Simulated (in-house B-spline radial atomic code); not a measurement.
**Solving the quasi-particle equation for 3p of the chromium ion Cr⁶⁺**

Configuration [Ne] 3s2 3p6, start LDA VWN5. Computed with an all-electron radial atomic-structure program (B-spline basis): all electrons, scalar-relativistic (spin-free one-electron X2C), finite nucleus, each spin shell either full or empty, empty states to l = 9 with an (l + 1/2)⁻⁴ tail; G0W0 by contour deformation at full frequency.

At the mean-field level ε = -148.547 eV the matrix elements are Σx = -46.484 eV, v_xc = -34.565 eV and Σc(ε) = -0.788 eV, and the slope of the correlation self-energy is dΣc/dω = -0.0449. The quasi-particle energy solves E = ε + Σx − v_xc + Σc(E).

(1) What does the linearised equation give?

(2) How does that compare with the full solution and with static screening?

Answers

(1) Z = 1/(1 − dΣc/dω) = 1/1.0449 = 0.9570. The first-order shift is Σx − v_xc + Σc(ε) = -46.484 − (-34.565) + (-0.788) = -12.707 eV, so E ≈ ε + Z × shift = -148.547 + 0.9570 × (-12.707) = -160.708 eV.

(2) Solving the equation at full frequency dependence gives E = -160.687 eV, where Σc = -0.221 eV and the weight is 0.953; the linearised value is off by 21 meV. Leaving Z out would give -161.254 eV. Static COHSEX puts -4.528 eV in place of Σc and gives -164.994 eV, 4.31 eV deeper.
